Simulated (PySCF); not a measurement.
## Worked example for `[SH][Fe][SH]` (FeH2S2): ionisation energy to the quartet cation

The parent is a quintet.

Energies: ωB97X-D3(BJ)/ma-def2-SVP (PySCF, density fitting, integration grid level 2) on BP86-D3(BJ)/def2-SVP structures. The prefix ma- adds one diffuse s and one diffuse p function on all atoms but H. Zero-point energies come from unscaled GFN2-xTB harmonic frequencies. These were taken at the GFN2-xTB minima.

| state | structure | E / Eh |
| --- | --- | --- |
| parent | parent | -2060.937051 |
| quartet cation | parent | -2060.582243 |
| quartet cation | quartet cation | -2060.590693 |
| parent | quartet cation | -2060.905720 |

Zero-point energy of the quartet cation less that of the parent: 0.001 eV. 1 Eh = 27.2114 eV.

Q: Work out the vertical and adiabatic ionisation energy.

A: Vertical: (-2060.582243) − (-2060.937051) = 0.354808 Eh = 9.65 eV. Adiabatic: 0.346358 Eh = 9.425 eV, and 9.43 eV with zero-point energy.

Q: And the inner reorganisation energy of self-exchange?

A: The quartet cation relaxes by 229.9 meV and the parent by 852.6 meV, so λ = 1082 meV.

Known limits: ma-def2-SVP is a small basis, whose errors can reach tens of kJ/mol; spin-orbit coupling is left out of the energies, which matters for open shells on the heavier atoms; the product is spin contaminated.
